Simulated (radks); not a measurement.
Trend from Lu to Hg: ionisation energy by Delta-SCF between NIST ground configurations, and size. Calculated with a radial shooting solver on a logarithmic mesh with Libxc functionals: scalar-relativistic Kohn-Sham, BLYP, spin-unpolarised, spherical densities, finite nucleus; Fermi nuclear charge, rms radius of each element as measured or else 0.836 A^(1/3) + 0.57 fm.

species,configuration,IE (eV),NIST (eV),kind,-e(HOMO) (eV),r at 0.001 e/bohr^3 (bohr)
Lu,[Xe] 4f14 5d1 6s2,5.151,5.426,exp.,1.626 (5d),5.05
Hf,[Xe] 4f14 5d2 6s2,6.378,6.825,exp.,2.557 (5d),4.99
Ta,[Xe] 4f14 5d3 6s2,8.391,7.550,exp.,3.453 (5d),4.90
W,[Xe] 4f14 5d4 6s2,8.812,7.864,exp.,4.339 (5d),4.80
Re,[Xe] 4f14 5d5 6s2,9.187,7.834,exp.,5.223 (5d),4.71
Os,[Xe] 4f14 5d6 6s2,9.527,8.438,exp.,6.056 (6s),4.62
Ir,[Xe] 4f14 5d7 6s2,9.842,8.967,exp.,6.255 (6s),4.54
Pt,[Xe] 4f14 5d9 6s1,9.235,8.959,exp.,5.653 (6s),4.38
Au,[Xe] 4f14 5d10 6s1,9.461,9.226,exp.,5.770 (6s),4.30
Hg,[Hg],10.689,10.438,exp.,6.784 (6s),4.33

Reference values: NIST Atomic Spectra Database (exp. = measured, semi-emp. = semi-empirical, theory = theoretical value adopted there). Spin polarisation and multiplet splitting are left out, so open shells lie too high by an amount that depends on their filling. Spin-orbit splitting is averaged out at the scalar-relativistic level.

Beside tabulated values, note that spin-unpolarised runs miss the spin-polarisation part of the exchange energy of open shells.
